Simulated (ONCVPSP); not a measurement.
**How hard is this S ONCV potential?**

ONCVPSP 4.0.1 input, shortened (lines: element, Z, core and valence counts, functional; n l f; lmax; l rc ep ncon nbas qcut; lloc lpopt rc5 dvloc0; l nproj debl; icmod fcfact rcfact), LDA (Perdew-Wang 92), scalar-relativistic:

```
  S 16.00    3    2  -001012      upf
    1    0    2.00
    2    0    2.00
    2    1    6.00
    3    0    1.75
    3    1    4.25
    2
    0    1.50    0.00    3    6    4.30
    1    1.30    0.00    4    8    6.70
    2    1.50    0.39    5    9    5.60
    4    5    1.15    3.00
    0    2    1.00
    1    2    2.00
    2    2    0.50
    3    5.50    1.30
```

Question: For each optimised wave give the share of its norm inside rc, the residual kinetic energy above qcut (Ha) and the cutoffs (Ha) for errors of 10, 1, 0.1 and 0.01 mHa per electron.

Answer:

```
         wave  norm inside rc  residual KE  10 mHa  1 mHa  0.1 mHa  0.01 mHa
           3s           0.432      3.3e-03     7.3   19.3     42.7      89.0
s projector 2           0.116      2.1e-03     6.6   10.8     35.0      79.5
           3p           0.188      8.0e-05     4.1    6.1     16.2     113.5
p projector 2           0.174      7.5e-03     8.8  128.1    161.1     205.2
d projector 1           0.263      1.0e-02    15.8   69.0    124.0     138.7
d projector 2           0.189      1.1e-02    15.9   33.6    148.4     171.1
```

The occupied waves need 19 Ha and 43 Ha for 1 and 0.1 mHa. The cutoffs count occupied waves only; projector 2 of the p channel, the hardest unoccupied one, needs 128 Ha at the loose tolerance.
